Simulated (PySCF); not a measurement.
A GIAO shielding run with PySCF 2.14 (density fitting, non-relativistic, gas phase) on `F[C@@H]1CSC=CC[Si@@H]1F`, C₅H₈F₂SSi:

```
$ OMP_NUM_THREADS=1 python probes_run.py task.json out

{"job": {"kind": "nmr", "xc": "PBE0", "basis": "pcSseg-1"}, "charge": 0, "multiplicity": 1}
F     -0.748685    -0.304838    -1.819351
C     -1.338610    -0.554865    -0.584307
C     -1.805199     0.758392     0.016652
S     -0.553180     1.373209     1.196040
C      0.772073     1.685626     0.049267
C      1.667886     0.763209    -0.255982
C      1.684417    -0.629913     0.279257
Si    -0.044169    -1.365499     0.587002
F      0.054319    -2.897302     0.047630
H     -2.192641    -1.202729    -0.809646
H     -2.708569     0.618970     0.606479
H     -1.978571     1.514970    -0.748664
H      0.789447     2.686191    -0.351286
H      2.452831     1.019493    -0.955794
H      2.256427    -0.638635     1.209935
H      2.221191    -1.274339    -0.418160
H     -0.535964    -1.539910     1.941018
```

Hardware: 1 thread of an Arm Neoverse N1, shared host. The job also computes population analyses, field gradients, ring-centre shieldings.

(1) How large is the calculation?

(2) How long does it take, and how much memory does it need?

Results:

(1) 86 electrons, 207 basis functions and 1119 auxiliary functions.

(2) 73 s of wall time, with 14 SCF cycles and 5 response iterations; peak memory 0.93 GiB. Times on a shared host scatter by some tens of per cent.
